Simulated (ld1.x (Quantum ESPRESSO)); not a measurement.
## Transferability test, RRKJ potential for titanium (Ti)

ld1.x (Quantum ESPRESSO) 7.5 input, shortened:

```
&input
   title='Ti', zed=22., rel=1, dft='BP', iswitch=3,
   config='[Ar] 3d2 4s2 4p0'
 /
 &inputp
   pseudotype=2, tm=.false., rho0=0.001, lloc=0,
   nlcc=.true., new_core_ps=.true., rcore=0.55
 /
3
3P  2  1   6.00   0.00  1.00  1.00  0.0
3D  3  2   2.00   0.00  1.45  1.45  0.0
4S  1  0   2.00   0.00  2.80  2.80  0.0
 &test
   configts(1)='3p6 3d2 4s2 4p0'
 /
```

Energies are relative to the spin-unpolarised reference configuration 3p6 3d2 4s2 4p0; without spin polarisation the order of configurations can differ from experiment.

```tsv
valence configuration	charge	ΔE all-electron (eV)	error AE − PS (meV)
3p6 3d2 4s0 4p0	+2	21.181	-38
3p6 3d1 4s0 4p0	+3	48.153	-107
3p6 3d1 4s2 4p1	0	4.697	-963
3p6 3d2 4s1 4p1	0	3.112	-536
3p6 3d1 4s2 4p0	+1	9.875	-144
```

Question: What are ΔE and the potential's error for 3p6 3d2 4s1 4p0?

Answer: ΔE = 7.519 eV all-electron; the error (AE − PS) is -4.6 meV.

Question: What are ΔE and the potential's error for 3p6 3d0 4s0 4p0?

Answer: ΔE = 91.468 eV all-electron; the error (AE − PS) is -272 meV.

These tests converged, but a pseudo level misses the all-electron one widely, so the file describes the atom poorly there or has found another state: 3p6 3d1 4s0 4p0: empty 4p by 2.5 eV; 3p6 3d0 4s0 4p0: empty 4p by 4.0 eV.
